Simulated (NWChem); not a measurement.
System: C₃H₇O anion

The following NWChem deck was run.

```
start job
memory heap 200 mb stack 900 mb global 1100 mb
charge -1
geometry units angstroms noautosym nocenter noautoz
  C     -0.647010     0.084652     1.267988
  C      0.170529    -0.322235     0.000000
  C     -0.647010     0.084652    -1.267988
  O      1.413618     0.165879     0.000000
  H     -0.740533     1.184717     1.303787
  H     -1.661111    -0.363420     1.295852
  H     -0.093313    -0.236637     2.164038
  H      0.125551    -1.466976     0.000000
  H     -0.740533     1.184717    -1.303787
  H     -1.661111    -0.363420    -1.295852
  H     -0.093313    -0.236637    -2.164038
end
basis spherical
  C library 6-31g*
  O library 6-31g*
  H library 6-31g*
end
dft
  xc hfexch
  iterations 150
  mulliken
end
task dft energy
esp
  recalculate
  probe 0.07
  range 0.3
  factor 1.0
  spacing 0.02
end
task esp
```

NWChem printed, in part:

```
             Northwest Computational Chemistry Package (NWChem) 7.3.0
             --------------------------------------------------------

                             Geometry "geometry" -> ""
                             -------------------------

 Output coordinates in angstroms (scale by  1.889725989 to convert to a.u.)

  No.       Tag          Charge          X              Y              Z
 ---- ---------------- ---------- -------------- -------------- --------------
    1 C                    6.0000    -0.64701000     0.08465200     1.26798800
    2 C                    6.0000     0.17052900    -0.32223500     0.00000000
    3 C                    6.0000    -0.64701000     0.08465200    -1.26798800
    4 O                    8.0000     1.41361800     0.16587900     0.00000000
    5 H                    1.0000    -0.74053300     1.18471700     1.30378700
    6 H                    1.0000    -1.66111100    -0.36342000     1.29585200
    7 H                    1.0000    -0.09331300    -0.23663700     2.16403800
    8 H                    1.0000     0.12555100    -1.46697600     0.00000000
    9 H                    1.0000    -0.74053300     1.18471700    -1.30378700
   10 H                    1.0000    -1.66111100    -0.36342000    -1.29585200
   11 H                    1.0000    -0.09331300    -0.23663700    -2.16403800

 Effective nuclear repulsion energy (a.u.)     125.0881646394

  xc_inp: hfexch multiplicative factor not found.

                                 NWChem DFT Module
                                 -----------------

 Summary of "ao basis" -> "ao basis" (spherical)
 ------------------------------------------------------------------------------
       Tag                 Description            Shells   Functions and Types
 ---------------- ------------------------------  ------  ---------------------
 C                           6-31g*                  6       14   3s2p1d
 O                           6-31g*                  6       14   3s2p1d
 H                           6-31g*                  2        2   2s

            General Information
            -------------------
          SCF calculation type: DFT
          Wavefunction type:  closed shell.
          No. of atoms     :    11
          No. of electrons :    34
           Alpha electrons :    17
            Beta electrons :    17
          Charge           :    -1
          Spin multiplicity:     1
          Use of symmetry is: off; symmetry adaption is: off
          Maximum number of iterations: 150
          AO basis - number of functions:    70
                     number of shells:    38
          Convergence on energy requested:  1.00D-06
          Convergence on density requested:  1.00D-05
          Convergence on gradient requested:  5.00D-04

              XC Information
              --------------
                     Hartree-Fock (Exact) Exchange  1.000

      Superposition of Atomic Density Guess
      -------------------------------------

 Sum of atomic energies:        -191.22274245

 Renormalizing density from      33.00 to     34

      Non-variational initial energy
      ------------------------------

 Total energy =    -197.027856
 1-e energy   =    -521.391642
 2-e energy   =     199.275622
 HOMO         =       0.026028
 LUMO         =       0.376786

     ---------------------------------------------
      Total Density - Mulliken Population Analysis
     ---------------------------------------------

    Atom       Charge   Shell Charges
 -----------   ------   -------------------------------------------------------
    1 C    6     6.44   2.00  0.68  1.78  0.68  1.28  0.03
    2 C    6     5.34   2.00  0.62  1.49  0.49  0.67  0.07
    3 C    6     6.44   2.00  0.68  1.78  0.68  1.28  0.03
    4 O    8     9.15   2.00  0.90  2.96  1.00  2.28  0.01
    5 H    1     0.91   0.48  0.43
    6 H    1     0.93   0.48  0.45
    7 H    1     0.93   0.49  0.44
    8 H    1     1.09   0.51  0.58
    9 H    1     0.91   0.48  0.43
   10 H    1     0.93   0.48  0.45
   11 H    1     0.93   0.49  0.44

   convergence    iter        energy       DeltaE   RMS-Dens  Diis-err
 ---------------- ----- ----------------- --------- --------- ---------
 d= 0,ls=0.0,diis     1   -192.3513757356 -3.17D+02  1.27D-02  8.70D-01
 d= 0,ls=0.0,diis     2   -192.4372497554 -8.59D-02  5.06D-03  2.90D-01
 d= 0,ls=0.0,diis     3   -192.4684550151 -3.12D-02  9.68D-04  8.78D-03
 d= 0,ls=0.0,diis     4   -192.4695781844 -1.12D-03  6.15D-04  8.48D-04
 d= 0,ls=0.0,diis     5   -192.4697024489 -1.24D-04  1.54D-04  3.53D-05
  Resetting Diis
 d= 0,ls=0.0,diis     6   -192.4697101998 -7.75D-06  6.65D-05  2.43D-06
 d= 0,ls=0.0,diis     7   -192.4697110452 -8.45D-07  1.08D-05  2.63D-07
 d= 0,ls=0.0,diis     8   -192.4697111101 -6.48D-08  5.59D-06  5.64D-08

         Total DFT energy =     -192.469711110057
      One electron energy =     -517.599212931210
           Coulomb energy =      226.569829827202
    Exchange-Corr. energy =      -26.528492645444
 Nuclear repulsion energy =      125.088164639396

 Numeric. integr. density =        0.000000000000

                       DFT Final Molecular Orbital Analysis
                       ------------------------------------

 Vector   15  Occ=2.000000D+00  E=-2.451082D-01
              MO Center=  8.4D-01,  2.6D-02, -1.8D-14, r^2= 2.1D+00
   Bfn.  Coefficient  Atom+Function         Bfn.  Coefficient  Atom+Function
  ----- ------------  ---------------      ----- ------------  ---------------
    45      0.416498   4 O  px               17     -0.322045   2 C  px
    49      0.302844   4 O  px               48      0.260967   4 O  s
    46      0.161191   4 O  py               18     -0.144288   2 C  py
    44      0.120049   4 O  s                50      0.117223   4 O  py
    60     -0.113423   6 H  s                68     -0.113423  10 H  s

 Vector   16  Occ=2.000000D+00  E=-9.142836D-02
              MO Center=  9.6D-01,  1.1D-01, -5.4D-14, r^2= 1.7D+00
   Bfn.  Coefficient  Atom+Function         Bfn.  Coefficient  Atom+Function
  ----- ------------  ---------------      ----- ------------  ---------------
    47      0.552865   4 O  pz               51      0.486873   4 O  pz
     6     -0.253349   1 C  s                34      0.253349   3 C  s
     5      0.137929   1 C  pz               33      0.137929   3 C  pz
    60      0.132520   6 H  s                68     -0.132520  10 H  s
     9      0.120300   1 C  pz               37      0.120300   3 C  pz

 Vector   17  Occ=2.000000D+00  E=-8.684220D-02
              MO Center=  1.0D+00, -8.6D-02,  1.2D-14, r^2= 1.7D+00
   Bfn.  Coefficient  Atom+Function         Bfn.  Coefficient  Atom+Function
  ----- ------------  ---------------      ----- ------------  ---------------
    46      0.504816   4 O  py               50      0.438273   4 O  py
    64      0.343036   8 H  s                45     -0.203099   4 O  px
     6     -0.195062   1 C  s                34     -0.195062   3 C  s
    49     -0.191619   4 O  px               63      0.170487   8 H  s
     9      0.117787   1 C  pz               37     -0.117787   3 C  pz

 Vector   18  Occ=0.000000D+00  E= 4.145784D-01
              MO Center= -9.6D-01, -4.6D-02, -7.1D-12, r^2= 5.7D+00
   Bfn.  Coefficient  Atom+Function         Bfn.  Coefficient  Atom+Function
  ----- ------------  ---------------      ----- ------------  ---------------
     6      1.508219   1 C  s                34      1.508219   3 C  s
    60     -0.915537   6 H  s                68     -0.915537  10 H  s
    62     -0.755947   7 H  s                70     -0.755947  11 H  s
    58     -0.641079   5 H  s                66     -0.641079   9 H  s
    20      0.451240   2 C  s                 9      0.409402   1 C  pz

 Vector   19  Occ=0.000000D+00  E= 4.725795D-01
              MO Center= -8.6D-01,  5.9D-01, -3.6D-11, r^2= 4.8D+00
   Bfn.  Coefficient  Atom+Function         Bfn.  Coefficient  Atom+Function
  ----- ------------  ---------------      ----- ------------  ---------------
    58      1.267555   5 H  s                66      1.267555   9 H  s
     8     -0.859639   1 C  py               36     -0.859639   3 C  py
    60     -0.784901   6 H  s                68     -0.784901  10 H  s
    64     -0.645542   8 H  s                20      0.605220   2 C  s
     6     -0.474049   1 C  s                34     -0.474049   3 C  s

 Vector   20  Occ=0.000000D+00  E= 4.743744D-01
              MO Center= -7.6D-01,  2.9D-01,  3.9D-11, r^2= 6.5D+00
   Bfn.  Coefficient  Atom+Function         Bfn.  Coefficient  Atom+Function
  ----- ------------  ---------------      ----- ------------  ---------------
     6      1.980887   1 C  s                34     -1.980887   3 C  s
    58     -1.034448   5 H  s                66      1.034448   9 H  s
    62     -0.824198   7 H  s                70      0.824198  11 H  s
    60     -0.778180   6 H  s                68      0.778180  10 H  s
    23     -0.390473   2 C  pz                9      0.235883   1 C  pz

     ---------------------------------------------
      Total Density - Mulliken Population Analysis
     ---------------------------------------------

    Atom       Charge   Shell Charges
 -----------   ------   -------------------------------------------------------
    1 C    6     6.47   2.00  0.66  2.01  0.66  1.10  0.05
    2 C    6     5.62   2.00  0.65  1.87  0.44  0.55  0.10
    3 C    6     6.47   2.00  0.66  2.01  0.66  1.10  0.05
    4 O    8     8.94   2.00  0.87  2.84  1.04  2.17  0.02
    5 H    1     0.90   0.53  0.37
    6 H    1     0.94   0.53  0.41
    7 H    1     0.89   0.53  0.36
    8 H    1     1.04   0.54  0.50
    9 H    1     0.90   0.53  0.37
   10 H    1     0.94   0.53  0.41
   11 H    1     0.89   0.53  0.36

     -------------------------------------------
      Total Density - Lowdin Population Analysis
     -------------------------------------------

    Atom       Charge   Shell Charges
 -----------   ------   -------------------------------------------------------
    1 C    6     6.38   1.99  0.57  1.83  0.45  1.47  0.08
    2 C    6     5.98   1.99  0.50  1.70  0.39  1.19  0.22
    3 C    6     6.38   1.99  0.57  1.83  0.45  1.47  0.08
    4 O    8     8.76   1.99  0.85  2.77  0.78  2.32  0.04
    5 H    1     0.91   0.50  0.41
    6 H    1     0.93   0.51  0.42
    7 H    1     0.90   0.51  0.40
    8 H    1     1.01   0.54  0.47
    9 H    1     0.91   0.50  0.41
   10 H    1     0.93   0.51  0.42
   11 H    1     0.90   0.51  0.40

     Multipole analysis of the density
     ---------------------------------

     L   x y z        total         alpha         beta         nuclear
     -   - - -        -----         -----         ----         -------
     0   0 0 0     -1.000000    -17.000000    -17.000000     33.000000

     1   1 0 0     -1.693795     -0.566873     -0.566873     -0.560049
     1   0 1 0     -0.121974     -0.166613     -0.166613      0.211252
     1   0 0 1      0.000000      0.000000      0.000000      0.000000

     2   2 0 0    -29.640902    -64.517179    -64.517179     99.393456
     2   1 1 0     -0.818127     -0.769144     -0.769144      0.720161
     2   1 0 1      0.000000      0.000000      0.000000      0.000000
     2   0 2 0    -22.614854    -22.492715    -22.492715     22.370576
     2   0 1 1      0.000000      0.000000      0.000000      0.000000
     2   0 0 2    -24.019175    -75.249261    -75.249261    126.479347

                     NWChem Electrostatic Potential Fit Module
                     -----------------------------------------

 Atom parameters

 Number of atoms is                                   11
 Number of basis functions is                         70

 Grid parameters

 Maximum number of grid points is                  40375
 Number of grid points is                          40374
 Grid range                                     0.300000 nm
 Grid spacing                                   0.020000 nm
 Probe radius                                   0.070000 nm
 Atom radius factor                             1.000000

 Atomic radii

    1    0.100000
    6    0.147000
    8    0.136000
 FASTESP  F
  using M.O. file = ./job.movecs

    Atom              Coordinates                           Charge

                                                  ESP

    1 C    -0.064701    0.008465    0.126799   -0.193623
    2 C     0.017053   -0.032224    0.000000    0.951988
    3 C    -0.064701    0.008465   -0.126799   -0.200709
    4 O     0.141362    0.016588    0.000000   -1.087926
    5 H    -0.074053    0.118472    0.130379   -0.014210
    6 H    -0.166111   -0.036342    0.129585   -0.064282
    7 H    -0.009331   -0.023664    0.216404   -0.012646
    8 H     0.012555   -0.146698    0.000000   -0.293400
    9 H    -0.074053    0.118472   -0.130379   -0.012552
   10 H    -0.166111   -0.036342   -0.129585   -0.062847
   11 H    -0.009331   -0.023664   -0.216404   -0.009793
                                            ------------
                                               -1.000000

 Dipole moment                                  1.052887

 Quadrupole moment Qxx                         -8.796226
                   Qyy                          6.089837
                   Qzz                          2.706389

 RMS deviation kJ/mol                           0.060319

 RRMS %                                         3.020476
```

Level: Hartree-Fock/6-31G* (spherical d). Sets without diffuse functions describe the anion's extra electron poorly. Structure relaxed at the B3LYP/def2-SVPD level. Not confirmed as a minimum by frequencies.
